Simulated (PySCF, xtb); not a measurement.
C6H6O, SMILES C=C1C=CCC1=O.

GFN2-xTB (xtb 6.7.1) at its own geometry gives an orbital gap of 2.81 eV and a dipole moment of 2.98 D.

Geometry optimised at PBE-D3(BJ)/def2-SVP. The values are those of a single conformer.

Question: What does PBE/def2-TZVP run with PySCF give? (The exact figures need the calculation; the answer reports its results.)

Answer: gap 2.87 eV (levels -5.74 and -2.87 eV), dipole 2.85 D.
